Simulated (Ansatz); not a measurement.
The same path of C2H8Si + FH (13 atoms, charge 0, multiplicity 1) was run twice with different band settings. Lost on the way: Si1–C2, H6–F7. Made: Si1–F7, C2–H6.

All numbers below come from RKS B3LYP/def2-SVP in Ansatz.

Relaxed end points:

```xyz
13
Properties=species:S:1:pos:R:3
Si 0.110 0.522 0.649
C 1.017 -1.128 0.672
H -1.299 0.288 1.144
H 0.721 1.486 1.613
C 0.005 1.265 -1.078
H -2.049 -0.855 0.022
F -2.040 -1.404 -0.733
H 1.109 -1.521 1.698
H 0.456 -1.859 0.070
H 2.031 -1.032 0.252
H 1.007 1.391 -1.520
H -0.582 0.596 -1.726
H -0.486 2.251 -1.061
```

```xyz
13
Properties=species:S:1:pos:R:3
Si -1.217 1.551 0.377
C 1.284 -2.656 0.622
H -2.652 1.940 0.303
H -0.552 2.275 1.496
C -0.345 1.843 -1.249
H 0.499 -1.888 0.660
F -1.167 -0.049 0.731
H 1.536 -2.976 1.643
H 0.925 -3.522 0.047
H 2.183 -2.246 0.138
H 0.709 1.526 -1.198
H -0.834 1.287 -2.065
H -0.367 2.916 -1.506
```

Common settings: spring 5.0 eV/Å²; optimiser quadratic models (default); start path through a guess of the saddle point; force threshold 0.05 eV/Å; iteration limit 60; end points relaxed.

| run | movable images | climbing image |
| --- | --- | --- |
| 1 | 7 | yes |
| 2 | 4 | no |

(1) What does each run give, and how far can it be trusted?

Answers

(1) Run 1: converged after 15 iterations, highest image 1.645 eV above the first end. Neighbouring images differ by up to 2.1 eV, so the band resolves the path poorly. A vibrational analysis at the climbing image gives one clearly imaginary mode, 1051i cm⁻¹: a first-order saddle point.
Run 2: converged after 20 iterations, highest image 0.320 eV above the first end. Neighbouring images differ by up to 1.6 eV, so the band resolves the path poorly. No image climbed, so the highest image needn't sit at the top of the path. A band with more images between the same ends climbed to 1.65 eV, so this one has probably stepped over the top.
The orbitals stay closed-shell, which can raise the energy where a bond breaks towards radicals; this wasn't checked here.
